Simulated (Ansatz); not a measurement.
Reaction (ligand exchange at the Si–C bond): `C[Si]O` + CH₃OH → `CO[Si]O` + CH₄

Program: Ansatz. Geometries: PBE0-D4/def2-TZVP. ΔE: electronic, gas phase. CBS: MP2 limit from def2 TZ/QZ plus the TZ coupled-cluster correction, frozen cores. This one scheme is used for every species. DFT in def2-TZVPP. Each species was taken in one conformer, which may not be the lowest.

`C[Si]O`:

Z-matrix (Å, degrees):
```
C
Si 1 1.905
H 1 1.093 2 112.5
H 1 1.098 2 110.4 3 120.8
H 1 1.098 2 110.4 3 -120.7
O 2 1.656 1 100.5 3 -179.8
H 6 0.962 2 119.1 1 -0.0
```

CH₃OH:

Z-matrix (Å, degrees):
```
C
O 1 1.409
H 1 1.097 2 112.4
H 1 1.090 2 107.0 3 -118.5
H 1 1.097 2 112.4 3 123.0
H 2 0.959 1 108.5 3 -61.6
```

`CO[Si]O`:

Z-matrix (Å, degrees):
```
C
O 1 1.411
H 1 1.092 2 109.5
H 1 1.097 2 112.0 3 -120.5
H 1 1.092 2 109.5 3 119.0
Si 2 1.657 1 123.9 3 120.6
O 6 1.644 2 99.6 1 -180.0
H 7 0.963 6 117.2 2 0.0
```

CH₄:

```xyz
5

C     0.000    0.000    0.000
H     0.293    0.362   -0.985
H     0.812   -0.587    0.428
H    -0.889   -0.623   -0.091
H    -0.216    0.848    0.649
```

```csv
level,ΔE (kcal/mol)
PBE-D4,-38.8
r2SCANh,-40.9
CAM-B3LYP,-41.9
CCSD/def2-TZVPP,-40.1
```

Q: What does CCSD(T)/CBS give? (Estimate.)

A: The calculation gave: -40.0 kcal/mol. The listed levels differ from it by 1.2, -0.9, -1.9, -0.1 kcal/mol.

Largest T1 diagnostic among the species: 0.014.

Leaving LDA and LC-ωPBE aside and taking each functional with its dispersion term where it has one, the values, not all of them listed here, spread over 3.8 kcal/mol, from CAM-B3LYP-D4 to revPBE-D4. LDA lies −1.3 kcal/mol from PBE without D4.
